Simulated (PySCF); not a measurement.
**EPR parameters of [C4H3F3O2]+**

Species: C4H3F3O2 (charge +1 and doublet state).
Cartesian coordinates in Å at the GFN2-xTB level; atoms count from 1:
```xyz
12
C4H3F3O2 angstrom
O      1.890    0.074    1.380
C      2.318   -0.351    0.354
O      1.628   -0.533   -0.761
C      0.296   -0.325   -0.732
C     -0.420    0.043    0.327
C     -1.894    0.490    0.237
F     -2.194    0.862   -0.997
F     -2.156    1.472    1.068
F     -2.642   -0.566    0.552
H      3.378   -0.658    0.200
H     -0.136   -0.492   -1.725
H     -0.066   -0.016    1.367
```

The hyperfine couplings belong to this conformer and change with its torsions.

Identity: `O=CO[CH+][CH]C(F)(F)F` [radical] (charge +1).

Computed, not measured: UKS B3LYP, pcH-1 on C F H O, non-relativistic, mean-field spin-orbit, GIAO (PySCF 2.14.0). The structure is a single GFN2-xTB conformer in the gas phase; no vibrational or solvent corrections. Couplings are sensitive to structure, and on GFN2-xTB geometries they can be far from those on DFT ones, by a factor of two or more for some ions and for spin on atoms past the first row. The frame is twisted about the C4–C5 bond at this geometry (dihedral H11–C4–C5–C6 = -10°); couplings at other torsion angles weren't computed. No stability test was run, so a lower SCF solution isn't excluded.

```
g1, g2, g3        : 2.00262, 2.00343, 2.00684
g_iso             : 2.00429
Form of g         : rhombic: the two nearest values differ by 19 % of g3 − g1
⟨S²⟩              : 0.7566 (exact 0.7500)
α and β electrons : 35, 34
Total energy      : -603.83330 Eh
Basis functions   : 255
```

Isotropic coupling and dipolar principal values T1 to T3, in mT; ρ(0) is the spin density at the nucleus (MHz turned into mT with g_iso):

```tsv
atom	isotope	a_iso	T1	T2	T3	Mulliken spin population	ρ(0) (bohr⁻³)
O1	17O	-0.58	-2.75	1.34	1.41	0.22	0.0269
C2	13C	-0.68	-0.30	0.06	0.24	-0.04	-0.0170
O3	17O	-0.41	-1.86	0.92	0.95	0.13	0.0190
C4	13C	-0.18	-0.78	-0.61	1.39	0.20	-0.0046
C5	13C	0.99	-1.48	-1.38	2.86	0.44	0.0246
C6	13C	-0.07	-0.09	-0.08	0.17	-0.01	-0.0016
F7	19F	-0.19	-0.34	-0.26	0.61	0.00	-0.0013
F8	19F	-0.24	-0.20	-0.06	0.26	0.00	-0.0016
F9	19F	1.78	-3.76	-3.72	7.49	0.05	0.0119
H10	1H	2.45	-0.17	-0.05	0.22	0.03	0.0153
H11	1H	0.51	-0.36	-0.24	0.60	0.00	0.0032
H12	1H	0.52	-0.55	-0.48	1.03	0.00	0.0033
```

The largest Mulliken spin populations are on C5 (+0.44), O1 (+0.22), C4 (+0.20) and O3 (+0.13). Three atoms exceed +0.15.

The SMILES `O=CO[CH+][CH]C(F)(F)F` draws the unpaired electron on C5, whose computed spin population is only +0.44.

Under fast tumbling the dipolar parts average out, and these isotropic splittings remain: 1 × 1H (H10, I = 1/2, 2 lines) with 2.45 mT, 1 × 1H (H12, I = 1/2, 2 lines) with 0.52 mT, 1 × 1H (H11, I = 1/2, 2 lines) with 0.51 mT and 3 × 19F (F7/F8/F9, I = 1/2, 4 lines) with 0.45 mT.

Class means assume fast exchange of nuclei equivalent by connectivity; if that motion is slow, each nucleus keeps its own coupling. The three 19F nuclei of mean +12.6 MHz run from -6.6 to 49.9 MHz in the frozen geometry.

The 13C coupling of C5 (27.7 MHz) shows only in satellite lines or after enrichment, since that isotope makes up about 1.07 % of natural carbon.

The 17O coupling of O1 (-16.3 MHz) shows only in satellite lines or after enrichment, since that isotope makes up about 0.038 % of natural oxygen.

The spin density at the nucleus, in bohr⁻³, is negative for C2 (-0.0170), C4 (-0.0046) and C6 (-0.0016), for instance. A restricted open-shell determinant has no negative spin density anywhere; here it arises because α and β orbitals differ (spin polarisation).

Hardware: one thread, Arm Neoverse N1 (aarch64) (shared host). Cost: 97 s wall (grids of density and orbitals included), 1.0 GiB resident at most.
